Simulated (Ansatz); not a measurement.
```yaml
crystal:
  periodic: [false, false, false]
  atoms:
    - {symbol: Zn, position_ang: [-0.000179, -0.000103, -0.000002]}
    - {symbol: I, position_ang: [-0.016175, -0.020413, 2.406079]}
    - {symbol: I, position_ang: [0.016354, 0.020516, -2.406077]}
basis:
  gaussian: {orbitals: def2-SVP}
total_charge: -1
magnetization: {spin_polarized: true, initial_magnetization: 1}
hamiltonian: {xc: {name: PBE0-DH}}
scf: {omitted_lower_state_checks: [starts]}
output: {forces: true}
```

```sh
$ ansatz run in.yaml --threads 4 --pin off --events-out ev --progress --plain --max-ram 3916MiB
```

Shortened log:

```
Functional definition: PBE0-DH
968 factors; integrals over basis functions are off by at most 5.0e-4 eV
mean field evaluation 1: about -64600.6490 eV, gradient 1.2e1 eV
mean field evaluation 2: about -64600.7938 eV, gradient 1.2e1 eV
mean field evaluation 4: about -64601.4341 eV, gradient 9.2e-1 eV
mean field evaluation 8: about -64601.4398 eV, gradient 3.1e-2 eV
mean field evaluation 16: about -64601.4399 eV, gradient 1.3e-5 eV
mean field -64601.43986663 eV, -2374.0591266698 hartree, gradient 4.0e-6 eV, S^2 0.752389; 0 other end points of the search recorded, 0 dependent functions left out
13 core orbitals not correlated, not the lowest: weight in the atoms' cores, before any rotation towards them, 1.000 or more for the frozen orbitals, at most 0.000 for the correlated occupied ones
reference -64601.43988551 eV, -2374.0591273639 hartree; 28, 27 occupied and 42, 43 virtual orbitals, 968 factors
second order -19.73220615 eV of doubles, -0.00000000 eV of singles
Total energy: -64603.90641128 eV, -2374.1497705140 hartree
Atom 0 at    -0.000179    -0.000103    -0.000002 Å, force    -0.001317    -0.000758    -0.000015 eV/Å
Atom 1 at    -0.016175    -0.020413     2.406079 Å, force    -0.017382    -0.022320     2.668784 eV/Å
Atom 2 at     0.016354     0.020516    -2.406077 Å, force     0.018699     0.023078    -2.668768 eV/Å
Dipole moment:     0.000088     0.000051     0.000001 e Å
Checks for a lower state left out: starts
```

Hardware: 4 threads of Arm Neoverse V1 on a shared host. Wall time 6.5 s.

In the def2 sets I takes a core potential; there is no spin–orbit coupling. Correlated methods freeze 13 core orbitals; core or outer-core shells of I are correlated, in sets that lack core-valence functions. The highest occupied level of an anion often lies above zero with these methods, and sets without diffuse functions describe the outer electron poorly.

The dipole of an ion depends on the origin.
